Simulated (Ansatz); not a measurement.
# Molecular dynamics of AlClFGeH3

The input (input.yaml):

```yaml
crystal:
  periodic: [false, false, false]
  atoms:
    - { symbol: F, position_ang: [2.158286, -0.43531, 0.368224] }
    - { symbol: Al, position_ang: [0.556208, -0.837769, 0.263601] }
    - { symbol: Cl, position_ang: [0.039057, -2.773804, 0.836717] }
    - { symbol: Ge, position_ang: [-1.168607, 0.879014, 0.195862] }
    - { symbol: H, position_ang: [0.311382, 1.492594, 0.335868] }
    - { symbol: H, position_ang: [-1.497293, 1.7622, -1.032814] }
    - { symbol: H, position_ang: [-0.337733, -0.154925, -1.013159] }
basis:
  gaussian: { orbitals: def2-SVP }
hamiltonian:
  xc: r2scanh
md:
  timestep: 0.5
  n_steps: 89
  ensemble: nve
  temperature: 100.0
  initial_velocities: maxwell_boltzmann
  seed: 4872
```

Launched with:

```bash
$ ansatz run input.yaml --threads 2 --pin off --max-ram 3072MiB --backend cpu --events-out ev --progress --plain --runs-dir out
```

It starts at the highest image of a converged band. Of that band: Neighbouring images differ by up to 1.3 eV, so the band resolves the path poorly. A vibrational analysis at the climbing image gives one clearly imaginary mode, 433i cm⁻¹: a first-order saddle point.

Output, in part (one step line in 3, the closing report, with atoms numbered from 0):

```
md step     0: t =     0.00 fs  T =   100.0 K  F+E_penalty+E_count = -78387.86000965 eV  E_kin = 0.064630 eV  conserved = -78387.79537965 eV  (26 SCF iters)
md step     3: t =     1.50 fs  T =    92.9 K  F+E_penalty+E_count = -78387.85539426 eV  E_kin = 0.060043 eV  conserved = -78387.79535148 eV  (23 SCF iters)
md step     6: t =     3.00 fs  T =    77.7 K  F+E_penalty+E_count = -78387.84549376 eV  E_kin = 0.050191 eV  conserved = -78387.79530272 eV  (24 SCF iters)
md step     9: t =     4.50 fs  T =    64.2 K  F+E_penalty+E_count = -78387.83676538 eV  E_kin = 0.041495 eV  conserved = -78387.79527011 eV  (23 SCF iters)
md step    12: t =     6.00 fs  T =    59.3 K  F+E_penalty+E_count = -78387.83362125 eV  E_kin = 0.038349 eV  conserved = -78387.79527214 eV  (23 SCF iters)
md step    15: t =     7.50 fs  T =    63.0 K  F+E_penalty+E_count = -78387.83598297 eV  E_kin = 0.040689 eV  conserved = -78387.79529359 eV  (23 SCF iters)
md step    18: t =     9.00 fs  T =    70.8 K  F+E_penalty+E_count = -78387.84103864 eV  E_kin = 0.045727 eV  conserved = -78387.79531153 eV  (23 SCF iters)
md step    21: t =    10.50 fs  T =    78.9 K  F+E_penalty+E_count = -78387.84633226 eV  E_kin = 0.051015 eV  conserved = -78387.79531748 eV  (23 SCF iters)
md step    24: t =    12.00 fs  T =    86.2 K  F+E_penalty+E_count = -78387.85101618 eV  E_kin = 0.055699 eV  conserved = -78387.79531670 eV  (24 SCF iters)
md step    27: t =    13.50 fs  T =    92.7 K  F+E_penalty+E_count = -78387.85523683 eV  E_kin = 0.059922 eV  conserved = -78387.79531521 eV  (23 SCF iters)
md step    30: t =    15.00 fs  T =    99.0 K  F+E_penalty+E_count = -78387.85932479 eV  E_kin = 0.064012 eV  conserved = -78387.79531286 eV  (24 SCF iters)
md step    33: t =    16.50 fs  T =   105.9 K  F+E_penalty+E_count = -78387.86371914 eV  E_kin = 0.068413 eV  conserved = -78387.79530631 eV  (23 SCF iters)
md step    36: t =    18.00 fs  T =   114.6 K  F+E_penalty+E_count = -78387.86937702 eV  E_kin = 0.074084 eV  conserved = -78387.79529295 eV  (24 SCF iters)
md step    39: t =    19.50 fs  T =   128.1 K  F+E_penalty+E_count = -78387.87805755 eV  E_kin = 0.082781 eV  conserved = -78387.79527631 eV  (23 SCF iters)
md step    42: t =    21.00 fs  T =   149.4 K  F+E_penalty+E_count = -78387.89183241 eV  E_kin = 0.096563 eV  conserved = -78387.79526952 eV  (24 SCF iters)
md step    45: t =    22.50 fs  T =   179.7 K  F+E_penalty+E_count = -78387.91145461 eV  E_kin = 0.116171 eV  conserved = -78387.79528338 eV  (23 SCF iters)
md step    48: t =    24.00 fs  T =   216.2 K  F+E_penalty+E_count = -78387.93506563 eV  E_kin = 0.139758 eV  conserved = -78387.79530732 eV  (24 SCF iters)
md step    51: t =    25.50 fs  T =   254.4 K  F+E_penalty+E_count = -78387.95970631 eV  E_kin = 0.164390 eV  conserved = -78387.79531587 eV  (24 SCF iters)
md step    54: t =    27.00 fs  T =   292.9 K  F+E_penalty+E_count = -78387.98461892 eV  E_kin = 0.189320 eV  conserved = -78387.79529926 eV  (24 SCF iters)
md step    57: t =    28.50 fs  T =   335.9 K  F+E_penalty+E_count = -78388.01234140 eV  E_kin = 0.217065 eV  conserved = -78387.79527638 eV  (24 SCF iters)
md step    60: t =    30.00 fs  T =   388.5 K  F+E_penalty+E_count = -78388.04635244 eV  E_kin = 0.251082 eV  conserved = -78387.79527081 eV  (28 SCF iters)
md step    63: t =    31.50 fs  T =   452.6 K  F+E_penalty+E_count = -78388.08783029 eV  E_kin = 0.292538 eV  conserved = -78387.79529258 eV  (27 SCF iters)
md step    66: t =    33.00 fs  T =   524.4 K  F+E_penalty+E_count = -78388.13427440 eV  E_kin = 0.338944 eV  conserved = -78387.79533026 eV  (27 SCF iters)
md step    69: t =    34.50 fs  T =   596.8 K  F+E_penalty+E_count = -78388.18104393 eV  E_kin = 0.385686 eV  conserved = -78387.79535782 eV  (28 SCF iters)
md step    72: t =    36.00 fs  T =   664.4 K  F+E_penalty+E_count = -78388.22476257 eV  E_kin = 0.429402 eV  conserved = -78387.79536007 eV  (28 SCF iters)
md step    75: t =    37.50 fs  T =   727.0 K  F+E_penalty+E_count = -78388.26521788 eV  E_kin = 0.469861 eV  conserved = -78387.79535722 eV  (27 SCF iters)
md step    78: t =    39.00 fs  T =   785.0 K  F+E_penalty+E_count = -78388.30270621 eV  E_kin = 0.507317 eV  conserved = -78387.79538922 eV  (27 SCF iters)
md step    81: t =    40.50 fs  T =   832.6 K  F+E_penalty+E_count = -78388.33353842 eV  E_kin = 0.538091 eV  conserved = -78387.79544696 eV  (27 SCF iters)
md step    84: t =    42.00 fs  T =   860.1 K  F+E_penalty+E_count = -78388.35134084 eV  E_kin = 0.555867 eV  conserved = -78387.79547429 eV  (27 SCF iters)
md step    87: t =    43.50 fs  T =   864.0 K  F+E_penalty+E_count = -78388.35387325 eV  E_kin = 0.558428 eV  conserved = -78387.79544534 eV  (27 SCF iters)
md step    89: t =    44.50 fs  T =   857.2 K  F+E_penalty+E_count = -78388.34939445 eV  E_kin = 0.553988 eV  conserved = -78387.79540680 eV  (27 SCF iters)
Total energy: -78388.34940462 eV, -2880.7187070882 hartree
Atom 0 at     2.149128    -0.489885     0.374877 Å, force    -0.060834     0.105703    -0.027555 eV/Å
Atom 1 at     0.527107    -0.837200     0.308061 Å, force    -0.016792     0.534373     0.463261 eV/Å
Atom 2 at     0.051083    -2.797476     0.817725 Å, force    -0.166462    -0.190094    -0.217450 eV/Å
Atom 3 at    -1.139973     0.901937     0.187073 Å, force     0.631353    -0.038732    -0.316692 eV/Å
Atom 4 at    -0.645684     2.378923    -0.027502 Å, force    -0.280691    -0.521159    -0.007790 eV/Å
Atom 5 at    -2.419061     0.610042    -0.656226 Å, force     0.347418     0.163194     0.137859 eV/Å
Atom 6 at     0.006545     0.305092    -1.040698 Å, force    -0.453993    -0.053285    -0.031633 eV/Å
Dipole moment:    -0.425287     0.294674    -0.127705 e Å
```

The run went to its last step. The conserved energy stayed within 0.017 meV per atom of its start (net change -0.0039 meV per atom), so the integration is sound. The kinetic energy rose, since the run started high on the potential surface and went downhill. A run of 0.044 ps of so small a system gives no equilibrium averages. The orbitals stay closed-shell, which can raise the energy where a bond breaks towards radicals; this wasn't checked here.

The same pairs are bonded in the first frame and the last. Pairs count as bonded within 1.25 times the sum of covalent radii (0.12 Å more for H–H).

Last frame:

```xyz
7
Properties=species:S:1:pos:R:3
F 2.149 -0.490 0.375
Al 0.527 -0.837 0.308
Cl 0.051 -2.797 0.818
Ge -1.140 0.902 0.187
H -0.646 2.379 -0.028
H -2.419 0.610 -0.656
H 0.006 0.305 -1.041
```

Time of the run: 6.4 min on 2 threads of Arm Neoverse V1, with other jobs on the host, peak memory 0.23 GiB.
